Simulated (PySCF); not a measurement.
PySCF input for Zn(H)(SiH3) (H4SiZn), SMILES [SiH3][ZnH], B3LYP-D3(BJ)/def2-TZVP. Coordinates come from a B3LYP-D3(BJ)/def2-TZVP optimisation.

```python
import numpy as np
from pyscf import gto, scf, dft, df
from pyscf.hessian import thermo

mol = gto.M(
    atom='''
    Zn   -0.00000000   -0.00000000   -0.84747698
    H     0.00000001    0.00000000   -2.40496688
    Si    0.00000000    0.00000000    1.53938232
    H     1.19559815    0.69027892    2.09264122
    H    -0.00000000   -1.38055784    2.09264121
    H    -1.19559816    0.69027891    2.09264121
    ''',
    basis='def2-TZVP',
    charge=0,
    spin=0,
    max_memory=1600,
    verbose=3,
)
mf = dft.RKS(mol, xc='b3lyp').density_fit(auxbasis='def2-universal-jkfit')
mf.disp = 'd3bj'
mf.grids.level = 3
mf.conv_tol = 1e-11
mf.max_cycle = 100
mf.kernel()

# [left out here: the lines that compute and print the analytic Hessian (its translational invariance restored by hand, since the grid's response is missing), thermochemistry and intensities]
```

Output:

```
converged SCF energy = -2071.3624394023

WARN: DFTD3 does not support analytical Hessian, using finite difference


WARN: Mole.unit (angstrom) is changed to Bohr

Mode                                 0                   1                   2
Irrep
Freq [cm^-1]                      319.4975            346.5933            346.5978
Reduced mass [au]                  10.0336              1.0292              1.0292
Force const [Dyne/A]                0.6034              0.0728              0.0728
Char temp [K]                     459.6858            498.6705            498.6770
Normal mode                   x     y     z       x     y     z       x     y     z
       0  Zn                -0.00 -0.00 -0.07    0.00  0.01 -0.00   -0.01  0.00 -0.00
       1   H                 0.00  0.00 -0.07   -0.03 -0.73 -0.00    0.73 -0.03 -0.00
       2  Si                 0.00 -0.00  0.15    0.00  0.02  0.00   -0.02  0.00  0.00
       3   H                -0.00 -0.00  0.15    0.00 -0.20  0.25    0.18 -0.02 -0.40
       4   H                -0.00  0.00  0.15   -0.01 -0.17 -0.47    0.20 -0.01 -0.02
       5   H                 0.00 -0.00  0.15   -0.02 -0.20  0.22    0.18  0.00  0.42
Mode                                 3                   4                   5
Irrep
Freq [cm^-1]                      500.7877            500.7891            874.5398
Reduced mass [au]                   1.1440              1.1440              1.1006
Force const [Dyne/A]                0.1690              0.1690              0.4959
Char temp [K]                     720.5220            720.5240           1258.2680
Normal mode                   x     y     z       x     y     z       x     y     z
       0  Zn                 0.02 -0.00 -0.00    0.00  0.02  0.00   -0.00  0.00 -0.00
       1   H                -0.64  0.07 -0.00   -0.07 -0.64 -0.00   -0.00 -0.00 -0.02
       2  Si                -0.05  0.01  0.00   -0.01 -0.05 -0.00    0.00  0.00  0.06
       3   H                 0.17 -0.04 -0.40   -0.00  0.19 -0.29    0.18  0.10 -0.51
       4   H                 0.21 -0.02 -0.05    0.02  0.15  0.49   -0.00 -0.21 -0.51
       5   H                 0.16  0.00  0.45    0.04  0.19 -0.20   -0.18  0.10 -0.51
Mode                                 6                   7                   8
Irrep
Freq [cm^-1]                      952.7362            952.7399           1838.6773
Reduced mass [au]                   1.0319              1.0319              1.0234
Force const [Dyne/A]                0.5519              0.5519              2.0384
Char temp [K]                    1370.7753           1370.7806           2645.4472
Normal mode                   x     y     z       x     y     z       x     y     z
       0  Zn                 0.00  0.00 -0.00   -0.00  0.00 -0.00   -0.00  0.00  0.02
       1   H                -0.00 -0.02  0.00    0.02 -0.00 -0.00   -0.00 -0.00 -0.99
       2  Si                 0.00  0.03 -0.00   -0.03  0.00  0.00   -0.00 -0.00 -0.00
       3   H                 0.37 -0.50 -0.16    0.09 -0.39  0.26   -0.02 -0.01  0.01
       4   H                -0.02  0.14  0.31    0.73  0.00  0.01   -0.00  0.02  0.01
       5   H                -0.38 -0.52 -0.15    0.07  0.36 -0.27    0.02 -0.01  0.01
Mode                                 9                  10                  11
Irrep
Freq [cm^-1]                     2189.3030           2195.9419           2195.9521
Reduced mass [au]                   1.0203              1.0502              1.0502
Force const [Dyne/A]                2.8813              2.9837              2.9837
Char temp [K]                    3149.9196           3159.4715           3159.4861
Normal mode                   x     y     z       x     y     z       x     y     z
       0  Zn                -0.00  0.00  0.00   -0.00  0.00 -0.00   -0.00 -0.00 -0.00
       1   H                -0.00 -0.00 -0.02   -0.00  0.00  0.00   -0.00 -0.00  0.00
       2  Si                -0.00  0.00 -0.02   -0.04  0.01  0.00   -0.01 -0.04 -0.00
       3   H                 0.46  0.27  0.20    0.40  0.24  0.19    0.50  0.28  0.23
       4   H                -0.00 -0.54  0.20   -0.01 -0.26  0.11   -0.01  0.69 -0.28
       5   H                -0.46  0.27  0.20    0.63 -0.37 -0.30   -0.11  0.05  0.05
temperature 298.1500 [K]
pressure 101325.00 [Pa]
Rotational constants [GHz] 87.68518 3.75013 3.75013
Symmetry number 3
Zero-point energy (ZPE) 0.03010 [Eh]   79038.202 [J/mol]
                           tot       elec      trans        rot        vib
Entropy [J/mol/K]       275.786      0.000    165.864     87.439     22.483
Cv [J/mol/K]             61.493      0.000     12.472     12.472     36.549
Cp [J/mol/K]             69.807      0.000     20.786     12.472     36.549
Internal energy [J/mol]                      3718.434   3718.434  83562.589
Internal energy [Eh]   -2071.32778  -2071.36244
Enthalpy [J/mol]                             6197.391   3718.434  83562.589
Enthalpy [Eh]          -2071.32684
Gibbs free energy [J/mol]                  -43254.942 -22351.625  76859.423
Gibbs free energy [Eh] -2071.35815
mode   freq/cm-1   IR/(km/mol)
   1      319.50         3.266
   2      346.59        54.765
   3      346.60        54.770
   4      500.79        11.861
   5      500.79        11.863
   6      874.54       274.306
   7      952.74        45.179
   8      952.74        45.177
   9     1838.68       314.358
  10     2189.30        64.857
  11     2195.94       103.656
  12     2195.95       103.657
max |gradient| / (hartree/bohr): 7.457756208176854e-06
APT charges: [ 0.5269 -0.3546  0.5727 -0.2484 -0.2483 -0.2484]
```

Self-consistency was reached.
